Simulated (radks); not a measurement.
All-electron atom: the krypton ion Kr3+ in [Ar] 3d10 4s2 4p3. Calculated with a radial shooting solver on a logarithmic mesh with Libxc functionals: scalar-relativistic Kohn-Sham, r2SCAN, spin-polarised, spherical densities, finite nucleus; open shells are filled with parallel spins first; meta-GGA in the generalised Kohn-Sham scheme; Fermi nuclear charge, rms radius 4.1884 fm.

Local quantities along the radius. ELF = 1/(1 + alpha^2) is the electron localisation function; alpha = (tau - tau_W)/tau_unif compares the Pauli kinetic energy density with that of the uniform gas (summed over spins); s = |grad rho|/(2 (3 pi^2)^(1/3) rho^(4/3)) is the reduced gradient; r v_xc is r times the local exchange-correlation potential of spin up (hartree bohr, multiplicative part alone); -r V(r) is the screened charge that the Kohn-Sham potential of spin up presents (atomic units). tau is taken from the large components.

r (bohr)	ELF	alpha	s	r v_xc	-r V(r)
0.001603	1.000	0.01965	0.5682	-0.09775	35.80
0.001836	1.000	0.01971	0.5457	-0.1054	35.77
0.002104	1.000	0.01987	0.5268	-0.1143	35.73
0.00241	1.000	0.02016	0.5110	-0.1244	35.68
0.002761	1.000	0.02058	0.4980	-0.1359	35.62
0.003163	1.000	0.02117	0.4877	-0.1489	35.56
0.003624	1.000	0.02194	0.4798	-0.1636	35.49
0.004152	0.999	0.02293	0.4743	-0.1800	35.41
0.004757	0.999	0.02419	0.4709	-0.1983	35.32
0.00545	0.999	0.02579	0.4698	-0.2187	35.22
0.006244	0.999	0.02781	0.4709	-0.2411	35.10
0.007154	0.999	0.03037	0.4742	-0.2657	34.96
0.008196	0.999	0.03365	0.4798	-0.2925	34.81
0.00939	0.999	0.03789	0.4880	-0.3214	34.63
0.01076	0.998	0.04346	0.4990	-0.3524	34.42
0.01232	0.997	0.05088	0.5129	-0.3854	34.20
0.01412	0.996	0.06096	0.5302	-0.4200	33.94
0.01618	0.994	0.07496	0.5513	-0.4562	33.64
0.01853	0.991	0.09488	0.5765	-0.4936	33.32
0.02123	0.985	0.1240	0.6060	-0.5323	32.95
0.02433	0.973	0.1675	0.6397	-0.5725	32.55
0.02787	0.948	0.2341	0.6764	-0.6138	32.10
0.03193	0.898	0.3377	0.7131	-0.6516	31.60
0.03658	0.801	0.4978	0.7433	-0.6668	31.03
0.04191	0.649	0.7352	0.7549	-0.6270	30.35
0.04802	0.476	1.049	0.7300	-0.5605	29.59
0.05502	0.348	1.369	0.6534	-0.5687	28.83
0.06303	0.297	1.539	0.5309	-0.6413	28.07
0.07221	0.324	1.444	0.4018	-0.6965	27.22
0.08273	0.425	1.163	0.3138	-0.7563	26.30
0.09478	0.569	0.8703	0.2873	-0.8904	25.37
0.1086	0.696	0.6613	0.3122	-0.9760	24.33
0.1244	0.769	0.5481	0.3703	-1.021	23.20
0.1425	0.786	0.5210	0.4478	-1.051	22.00
0.1633	0.742	0.5897	0.5337	-1.076	20.78
0.1871	0.610	0.7997	0.6071	-1.020	19.45
0.2143	0.409	1.203	0.6215	-0.8793	18.00
0.2456	0.269	1.647	0.5197	-0.9174	16.69
0.2814	0.267	1.658	0.3384	-0.8335	15.22
0.3223	0.399	1.227	0.2177	-1.107	14.07
0.3693	0.592	0.8301	0.2160	-1.292	12.83
0.4231	0.724	0.6180	0.2850	-1.389	11.55
0.4847	0.775	0.5382	0.3857	-1.391	10.28
0.5554	0.768	0.5492	0.5059	-1.377	9.155
0.6363	0.701	0.6539	0.6457	-1.313	8.158
0.729	0.550	0.9047	0.7942	-1.100	7.176
0.8351	0.344	1.381	0.8986	-0.9454	6.385
0.9568	0.220	1.884	0.8590	-0.9294	5.828
1.096	0.250	1.732	0.6851	-1.090	5.516
1.256	0.459	1.087	0.5771	-1.097	5.112
1.439	0.709	0.6408	0.6282	-1.131	4.802
1.648	0.830	0.4525	0.8042	-1.161	4.564
1.889	0.848	0.4227	1.089	-1.117	4.335
2.164	0.802	0.4964	1.524	-1.028	4.131
2.479	0.674	0.6955	2.214	-0.8373	3.879
2.84	0.436	1.138	3.377	-0.3297	3.344
3.254	0.175	2.173	5.462	0.01421	2.990
3.728	0.041	4.859	9.451	-0.08214	3.083
4.271	0.006	12.81	17.72	-0.1144	3.115
4.893	0.001	40.71	36.44	-0.06922	3.069
5.606	0.000	160.2	83.41	-0.02993	3.030

On this mesh the ELF has minima near r = 0.063, 0.28, 0.96 bohr, which separate the shells, and maxima near 0.14 (0.79), 0.48 (0.78), 1.9 (0.85).
